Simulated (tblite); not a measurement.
A geometry optimisation, step by step.

C4H7FO2Si.
Atom-mapped SMILES: `[CH3:1][O:2][C@@:3]1([F:4])[SiH2:5][C@H:6]1[CH:7]=[O:8]` (hydrogens: H9, H10, H11 on C1; H12, H13 on Si5; H14 on C6; H15 on C7)

Computed with GFN2-xTB (tblite), gas phase: L-BFGS steps from a force-field or distance-geometry start until the largest atomic force falls under 0.01 eV/Å. 13 of its 83 geometries are shown.

Step 0: E = -724.6990 eV, largest atomic force 3.841 eV/Å
```
atom  x, y, z in Å  |  force x, y, z in eV/Å
C1     -1.772    0.719   -0.610   -1.424   0.200   0.111
O2     -0.680    0.082   -1.181    0.115  -1.478   0.146
C3     -0.217   -0.830   -0.217   -0.067   0.705  -2.465
F4     -1.134   -1.774    0.149   -0.386   0.372   0.517
Si5     1.544   -1.392   -0.208    1.779  -1.323  -1.086
C6      0.633   -0.156    0.830   -0.574   0.934   3.681
C7      0.998    1.272    0.625   -0.020  -0.864  -1.721
O8      1.358    1.596   -0.494    0.045   0.222   0.721
H9     -2.231    1.478   -1.282    0.481  -0.686   0.247
H10    -2.510   -0.077   -0.338   -0.010   0.813  -0.224
H11    -1.450    1.204    0.312   -0.119   0.371   0.232
H12     1.826   -2.672    0.454   -0.165   0.281  -0.067
H13     2.359   -1.000   -1.332    0.053   0.179   0.107
H14     0.313   -0.472    1.861    0.428   0.532  -0.681
H15     0.960    2.031    1.409   -0.135  -0.260   0.482
```

Step 7: E = -725.2512 eV, largest atomic force 0.557 eV/Å
```
atom  x, y, z in Å  |  force x, y, z in eV/Å
C1     -1.821    0.712   -0.593   -0.220   0.101  -0.037
O2     -0.760   -0.008   -1.204    0.084  -0.019   0.319
C3     -0.169   -0.826   -0.296    0.184   0.027   0.043
F4     -1.106   -1.689    0.225   -0.167  -0.445   0.291
Si5     1.622   -1.410   -0.253   -0.177  -0.055  -0.085
C6      0.651   -0.173    0.876    0.091   0.132  -0.042
C7      1.002    1.209    0.600    0.054   0.004   0.058
O8      1.380    1.597   -0.482    0.086   0.030  -0.033
H9     -2.182    1.428   -1.321   -0.014   0.080  -0.130
H10    -2.624    0.015   -0.326    0.008   0.165   0.028
H11    -1.482    1.246    0.311   -0.017  -0.122  -0.237
H12     1.805   -2.675    0.454   -0.017   0.123  -0.156
H13     2.435   -0.939   -1.351    0.083   0.073   0.164
H14     0.320   -0.397    1.889    0.044  -0.049  -0.240
H15     0.924    1.917    1.450   -0.021  -0.044   0.057
```

Step 14: E = -725.3365 eV, largest atomic force 0.199 eV/Å
```
atom  x, y, z in Å  |  force x, y, z in eV/Å
C1     -1.862    0.731   -0.618   -0.029  -0.050   0.003
O2     -0.827   -0.087   -1.159   -0.031  -0.012  -0.037
C3     -0.193   -0.856   -0.247   -0.041   0.073  -0.025
F4     -1.065   -1.760    0.353   -0.024   0.010   0.018
Si5     1.598   -1.418   -0.320    0.057   0.062   0.126
C6      0.679   -0.178    0.856   -0.110  -0.003  -0.048
C7      1.028    1.208    0.594   -0.018  -0.087   0.140
O8      1.437    1.631   -0.463   -0.057  -0.076   0.089
H9     -2.161    1.425   -1.401    0.071  -0.071   0.025
H10    -2.709    0.106   -0.324   -0.051   0.020  -0.001
H11    -1.506    1.282    0.259    0.033   0.044  -0.082
H12     1.794   -2.668    0.389    0.019  -0.094  -0.068
H13     2.514   -0.862   -1.285   -0.049   0.048   0.014
H14     0.350   -0.414    1.866    0.162   0.024  -0.113
H15     0.917    1.870    1.477    0.068   0.113  -0.041
```

Step 20: E = -725.3522 eV, largest atomic force 0.123 eV/Å
```
atom  x, y, z in Å  |  force x, y, z in eV/Å
C1     -1.875    0.727   -0.627    0.042  -0.012  -0.048
O2     -0.856   -0.117   -1.155    0.031  -0.029  -0.038
C3     -0.202   -0.865   -0.243   -0.057   0.045   0.099
F4     -1.062   -1.771    0.383    0.021   0.036  -0.031
Si5     1.599   -1.410   -0.309    0.003   0.014  -0.003
C6      0.670   -0.174    0.852    0.023  -0.033   0.082
C7      1.030    1.210    0.612    0.008  -0.028  -0.023
O8      1.441    1.624   -0.448   -0.025   0.041  -0.029
H9     -2.146    1.411   -1.427   -0.029  -0.029  -0.040
H10    -2.741    0.133   -0.322    0.010   0.020   0.015
H11    -1.500    1.300    0.226    0.017   0.003   0.022
H12     1.798   -2.690    0.345    0.011  -0.038  -0.031
H13     2.511   -0.827   -1.259   -0.034   0.042  -0.022
H14     0.389   -0.430    1.865   -0.038   0.006   0.053
H15     0.938    1.888    1.486    0.019  -0.039  -0.005
```

Step 27: E = -725.3615 eV, largest atomic force 0.117 eV/Å
```
atom  x, y, z in Å  |  force x, y, z in eV/Å
C1     -1.868    0.727   -0.649    0.014   0.003   0.004
O2     -0.850   -0.135   -1.147    0.010  -0.003  -0.019
C3     -0.205   -0.863   -0.212   -0.048  -0.104  -0.022
F4     -1.068   -1.770    0.406    0.018   0.033   0.011
Si5     1.595   -1.407   -0.301    0.001   0.003  -0.033
C6      0.669   -0.179    0.879    0.037  -0.015   0.010
C7      1.036    1.200    0.625   -0.052   0.052  -0.035
O8      1.411    1.620   -0.447    0.009  -0.037  -0.059
H9     -2.147    1.379   -1.471    0.033   0.015  -0.017
H10    -2.739    0.156   -0.318    0.003  -0.078   0.012
H11    -1.485    1.315    0.189   -0.005   0.110   0.013
H12     1.808   -2.717    0.285    0.010   0.018   0.010
H13     2.473   -0.772   -1.252   -0.029   0.007   0.008
H14     0.393   -0.426    1.896   -0.023  -0.006   0.005
H15     0.971    1.880    1.495    0.021   0.002   0.112
```

Step 34: E = -725.3664 eV, largest atomic force 0.050 eV/Å
```
atom  x, y, z in Å  |  force x, y, z in eV/Å
C1     -1.857    0.728   -0.656   -0.006   0.013  -0.003
O2     -0.839   -0.140   -1.141    0.004   0.027   0.015
C3     -0.210   -0.871   -0.198    0.003  -0.041  -0.029
F4     -1.081   -1.765    0.421    0.000   0.012   0.003
Si5     1.591   -1.405   -0.300    0.004  -0.010  -0.020
C6      0.667   -0.183    0.890   -0.017  -0.013  -0.008
C7      1.030    1.196    0.630    0.015  -0.005   0.003
O8      1.385    1.612   -0.451   -0.012   0.018   0.018
H9     -2.138    1.361   -1.494   -0.026  -0.019  -0.022
H10    -2.717    0.147   -0.312   -0.005   0.028   0.009
H11    -1.484    1.351    0.163    0.014  -0.011  -0.012
H12     1.821   -2.723    0.262    0.015   0.027   0.026
H13     2.442   -0.740   -1.256   -0.010  -0.009   0.004
H14     0.388   -0.427    1.907    0.011  -0.023   0.015
H15     0.998    1.867    1.512    0.010   0.006   0.002
```

Step 41: E = -725.3697 eV, largest atomic force 0.061 eV/Å
```
atom  x, y, z in Å  |  force x, y, z in eV/Å
C1     -1.853    0.735   -0.667   -0.011   0.002  -0.004
O2     -0.834   -0.138   -1.141   -0.040  -0.028   0.029
C3     -0.218   -0.878   -0.195    0.032   0.033   0.017
F4     -1.101   -1.758    0.425    0.003  -0.016  -0.016
Si5     1.585   -1.406   -0.308   -0.001  -0.015  -0.012
C6      0.665   -0.194    0.891   -0.018   0.031  -0.010
C7      1.028    1.187    0.642    0.021   0.008   0.020
O8      1.356    1.621   -0.440   -0.011  -0.012   0.017
H9     -2.152    1.330   -1.526   -0.011   0.021   0.022
H10    -2.707    0.164   -0.289    0.026  -0.008  -0.009
H11    -1.474    1.386    0.128    0.014  -0.004  -0.059
H12     1.854   -2.702    0.285    0.004  -0.002   0.000
H13     2.416   -0.726   -1.268    0.000  -0.018  -0.016
H14     0.400   -0.458    1.907    0.008   0.025   0.000
H15     1.030    1.846    1.534   -0.014  -0.018   0.020
```

Step 48: E = -725.3717 eV, largest atomic force 0.032 eV/Å
```
atom  x, y, z in Å  |  force x, y, z in eV/Å
C1     -1.854    0.738   -0.680    0.014   0.002   0.006
O2     -0.842   -0.150   -1.142    0.005  -0.012  -0.007
C3     -0.224   -0.880   -0.189    0.009   0.018   0.003
F4     -1.102   -1.763    0.431   -0.013  -0.021   0.006
Si5     1.579   -1.407   -0.315    0.003   0.006   0.018
C6      0.662   -0.198    0.894    0.005   0.015  -0.012
C7      1.030    1.183    0.657   -0.024   0.013   0.011
O8      1.338    1.632   -0.425    0.012   0.008   0.011
H9     -2.167    1.315   -1.547   -0.005  -0.029  -0.012
H10    -2.700    0.177   -0.273    0.008   0.012   0.007
H11    -1.458    1.413    0.084    0.001   0.004   0.021
H12     1.875   -2.690    0.293   -0.009  -0.012  -0.010
H13     2.399   -0.723   -1.282    0.003  -0.010  -0.020
H14     0.411   -0.466    1.913   -0.014   0.007  -0.027
H15     1.049    1.827    1.560    0.004  -0.002   0.005
```

Step 55: E = -725.3729 eV, largest atomic force 0.023 eV/Å
```
atom  x, y, z in Å  |  force x, y, z in eV/Å
C1     -1.851    0.739   -0.686    0.000  -0.012   0.005
O2     -0.847   -0.160   -1.144    0.008   0.003  -0.015
C3     -0.225   -0.884   -0.189    0.000   0.017  -0.004
F4     -1.100   -1.770    0.433   -0.003   0.002   0.005
Si5     1.580   -1.404   -0.313   -0.016  -0.006  -0.003
C6      0.656   -0.194    0.891    0.022  -0.004   0.003
C7      1.027    1.189    0.667    0.000  -0.002   0.006
O8      1.334    1.654   -0.408    0.002   0.007   0.007
H9     -2.178    1.293   -1.562    0.007  -0.006   0.006
H10    -2.690    0.189   -0.254   -0.007  -0.011   0.013
H11    -1.445    1.430    0.059    0.009   0.006  -0.011
H12     1.880   -2.687    0.293   -0.006  -0.001  -0.002
H13     2.389   -0.736   -1.303    0.000   0.004   0.005
H14     0.405   -0.467    1.908   -0.008  -0.005  -0.005
H15     1.058    1.815    1.583   -0.007   0.008  -0.008
```

Step 62: E = -725.3733 eV, largest atomic force 0.026 eV/Å
```
atom  x, y, z in Å  |  force x, y, z in eV/Å
C1     -1.849    0.737   -0.687    0.002  -0.001   0.001
O2     -0.845   -0.161   -1.147    0.000   0.011   0.002
C3     -0.223   -0.881   -0.190   -0.017  -0.019  -0.004
F4     -1.101   -1.765    0.435    0.007   0.011  -0.003
Si5     1.579   -1.407   -0.314    0.000   0.005   0.000
C6      0.660   -0.193    0.889   -0.011   0.000   0.003
C7      1.026    1.192    0.672    0.021   0.001  -0.010
O8      1.336    1.661   -0.400    0.003   0.002  -0.015
H9     -2.184    1.284   -1.564   -0.007  -0.009   0.010
H10    -2.682    0.187   -0.242    0.007   0.005  -0.004
H11    -1.437    1.435    0.049   -0.002   0.004  -0.007
H12     1.876   -2.690    0.292   -0.002  -0.008   0.002
H13     2.384   -0.739   -1.306    0.007   0.004   0.000
H14     0.402   -0.469    1.903    0.008  -0.004   0.012
H15     1.054    1.817    1.588   -0.017  -0.002   0.015
```

Step 68: E = -725.3736 eV, largest atomic force 0.016 eV/Å
```
atom  x, y, z in Å  |  force x, y, z in eV/Å
C1     -1.847    0.737   -0.688   -0.007   0.005   0.000
O2     -0.843   -0.160   -1.150   -0.003   0.000   0.012
C3     -0.224   -0.881   -0.192    0.007  -0.002   0.005
F4     -1.103   -1.759    0.438    0.001   0.002  -0.014
Si5     1.579   -1.408   -0.315    0.005  -0.003  -0.005
C6      0.661   -0.193    0.887    0.002  -0.007   0.001
C7      1.027    1.193    0.674   -0.015  -0.004   0.000
O8      1.340    1.667   -0.395    0.007  -0.004   0.007
H9     -2.195    1.274   -1.566    0.000   0.001  -0.010
H10    -2.674    0.186   -0.232    0.002  -0.002   0.010
H11    -1.431    1.443    0.037   -0.003   0.005  -0.001
H12     1.872   -2.693    0.290    0.000   0.004  -0.004
H13     2.384   -0.739   -1.306    0.001  -0.005   0.004
H14     0.405   -0.472    1.901    0.002   0.006   0.004
H15     1.044    1.815    1.593    0.002   0.004  -0.009
```

Step 75: E = -725.3738 eV, largest atomic force 0.016 eV/Å
```
atom  x, y, z in Å  |  force x, y, z in eV/Å
C1     -1.847    0.739   -0.688    0.004   0.001   0.001
O2     -0.841   -0.156   -1.149    0.006  -0.005  -0.005
C3     -0.223   -0.881   -0.192    0.013   0.010   0.000
F4     -1.105   -1.758    0.432    0.004  -0.007   0.006
Si5     1.579   -1.409   -0.317    0.003   0.002   0.007
C6      0.664   -0.196    0.888   -0.001   0.005   0.000
C7      1.026    1.193    0.676    0.003  -0.003   0.005
O8      1.348    1.666   -0.390   -0.003  -0.011  -0.001
H9     -2.207    1.260   -1.570   -0.010   0.001   0.002
H10    -2.664    0.187   -0.215   -0.005   0.003   0.000
H11    -1.430    1.458    0.024    0.001   0.010   0.002
H12     1.868   -2.697    0.286    0.000   0.007  -0.005
H13     2.389   -0.741   -1.305   -0.003  -0.004   0.003
H14     0.410   -0.472    1.904   -0.010  -0.009  -0.009
H15     1.031    1.816    1.595   -0.002   0.000  -0.006
```

Step 82: E = -725.3741 eV, largest atomic force 0.009 eV/Å
```
atom  x, y, z in Å  |  force x, y, z in eV/Å
C1     -1.847    0.741   -0.686    0.000   0.000   0.002
O2     -0.840   -0.152   -1.148   -0.001   0.001  -0.004
C3     -0.220   -0.879   -0.194   -0.001   0.003  -0.002
F4     -1.101   -1.759    0.428   -0.006  -0.007   0.002
Si5     1.581   -1.408   -0.316    0.000   0.001   0.000
C6      0.665   -0.197    0.890   -0.003   0.002  -0.001
C7      1.025    1.191    0.678   -0.002   0.001   0.000
O8      1.355    1.659   -0.389    0.002  -0.002   0.000
H9     -2.219    1.252   -1.571    0.001  -0.001   0.004
H10    -2.658    0.190   -0.202    0.002   0.001   0.003
H11    -1.430    1.471    0.014    0.004  -0.003  -0.003
H12     1.865   -2.699    0.281    0.001  -0.002   0.003
H13     2.394   -0.744   -1.304    0.004   0.007  -0.001
H14     0.406   -0.477    1.904   -0.003   0.002   0.000
H15     1.019    1.819    1.592    0.002  -0.001  -0.002
```

Task: Summarise the path.

Result: The energy falls by 15.57 kcal/mol from step 0 to step 82; nine tenths of that is first reached at step 11. It falls at every step. The largest force goes from 3.841 to 0.009 eV/Å. Among the bonds Si5–C6 changes most, from 1.854 to 1.939 Å; the atoms move by 0.234 Å rms after alignment.

Task: Follow the three bonds and two angles with the largest change from start to end.

Result: 
```csv
step,E above end (kcal/mol),largest force (eV/Å),Si5–C6 (Å),O2–C3 (Å),C3–C6 (Å),F4–C3–C6 (°),C1–O2–C3 (°)
0,15.57,3.841,1.854,1.406,1.508,120.1,106.0
4,4.74,0.654,1.950,1.348,1.579,111.4,109.7
7,2.83,0.557,1.936,1.357,1.572,109.5,110.1
11,1.55,0.316,1.930,1.350,1.562,109.5,113.2
14,0.87,0.199,1.941,1.351,1.561,109.1,114.3
18,0.58,0.112,1.935,1.349,1.555,108.5,114.6
21,0.47,0.129,1.933,1.349,1.564,108.6,115.2
25,0.36,0.107,1.934,1.350,1.560,109.0,114.9
29,0.23,0.078,1.942,1.349,1.559,108.6,115.6
32,0.19,0.041,1.940,1.350,1.560,108.8,115.2
36,0.16,0.049,1.940,1.349,1.556,109.0,115.5
39,0.12,0.082,1.938,1.350,1.558,108.9,115.6
43,0.08,0.045,1.939,1.350,1.556,109.3,115.4
46,0.07,0.042,1.941,1.350,1.554,109.3,115.8
50,0.05,0.035,1.938,1.351,1.557,109.1,115.6
53,0.03,0.032,1.940,1.350,1.555,109.2,115.7
57,0.02,0.020,1.941,1.350,1.555,109.1,115.8
61,0.02,0.024,1.941,1.350,1.555,109.1,115.6
64,0.01,0.018,1.941,1.350,1.555,108.9,115.6
68,0.01,0.016,1.940,1.350,1.556,108.9,115.5
71,0.01,0.014,1.939,1.350,1.555,109.1,115.5
75,0.01,0.016,1.940,1.350,1.557,109.1,115.6
78,0.00,0.021,1.940,1.350,1.557,109.1,115.5
82,0.00,0.009,1.939,1.350,1.557,109.0,115.7
```

What follows is the cost of the whole relaxation. The run took 1.4 s on AMD EPYC 7R43, one thread, on a shared host.
